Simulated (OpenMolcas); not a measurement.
## Cu3+: CASPT2 settings compared

```
Program             : OpenMolcas
Basis               : ANO-L-VQZP [7s6p4d3f2g]
Scalar Hamiltonian  : non-relativistic, point nucleus
Active space        : 8 electrons in 5 orbitals (3d)
State averaging     : 2S+1 = 3 even, 10 roots; 2S+1 = 1 even, 14 roots kept (CI in the orbitals of an earlier block)
Spin-orbit coupling : state interaction with AMFI integrals over the reference wave functions, term energies averaged over their components
```

Methods on the same reference wave functions:
A. CASSCF
B. SS-CASPT2, IPEA 0.3 Eh, sigma1 regulariser 0.25 Eh (closed shells correlated: 3s 3p)
C. SS-CASPT2, IPEA 0.3 Eh, imaginary shift 0.25 Eh (closed shells correlated: 3s 3p)
D. SS-CASPT2, IPEA 0.3 Eh, imaginary shift 0.2 Eh (closed shells correlated: 2s 2p 3s 3p)

Energies in cm-1 above 3d8 3F4, the measured ground level; measured values from Sugar and Musgrove, J. Phys. Chem. Ref. Data 19, 527 (1990).

```tsv
Level	A	B	C	D	Measured
3d8 3F4	0.0	0.0	0.0	0.0	0.0
3d8 3F3	1857	1860	1860	1860	1861
3d8 3F2	3110	3080	3080	3080	3078
3d8 1D2	19713	15790	15790	15730	16248
3d8 3P2	23912	19910	19910	19830	19697
3d8 3P1	24359	20350	20350	20270	20097
3d8 3P0	24816	20810	20810	20720	20423
3d8 1G4	30591	27270	27270	27230	26913
```

Deviations, from unrounded energies. A percentage is the sum of absolute deviations over the sum of measured energies, with the sign that they share, or ± where signs differ.

```json
{"Against measurement": "mean absolute deviation (cm-1)", "Levels": "7", "A": "2900", "B": "240", "C": "240", "D": "210"}
{"Against measurement": "fine structure of the ground term (%)", "Levels": "2", "A": "±0.7", "B": "-0.1", "C": "-0.1", "D": "-0.1"}
{"Against measurement": "other terms of the ground configuration (%)", "Levels": "5", "A": "+19.4", "B": "±1.6", "C": "±1.6", "D": "±1.4"}
```

D lies closest to measurement on these levels and A furthest from it. The largest miss of D in the table is 3d8 1D2, by -520 cm-1. The ranking rests on the paired levels alone, and a cruder setting can come out closer through cancelling errors.

Among B to D the level of the table that moves most is 3d8 3P0, by 84 cm-1 (lowest in D, highest in C). Moves below CASPT2's spread within the term are not significant.

The mean deviations of B to D differ by less than CASPT2's widest spread within a term (770 cm-1), so their order carries little weight.

From A to B the spin-free energies of the other terms of 3d8 shown, above 3F, scale by factors of 0.79 to 0.89, as is usual when dynamic correlation screens the repulsion within a d or f shell.

The lowest spin-free term lies below A's lowest term by 0.660 hartree in B, 0.660 hartree in C, 0.745 hartree in D.

Term energies are means over components that CASPT2 splits; among the terms shown or strongly mixed into the levels shown the widest spread is 770 cm-1 (3d8 3F, D). Terms from blocks run as CI alone lack orbitals of their own. Without dynamic correlation excited terms often stand tens of per cent too high (terms of higher spin than the ground term too low), and those without a measured partner can miss by more than the paired ones (holds for A). Measured partners are found by configuration, term and J. A level has none where our copy of the source lacks it or the pairing is in doubt (some pairs that miss far off the trend of their configuration count as doubtful), and it then counts in no deviation. Only configurations of the active space appear.
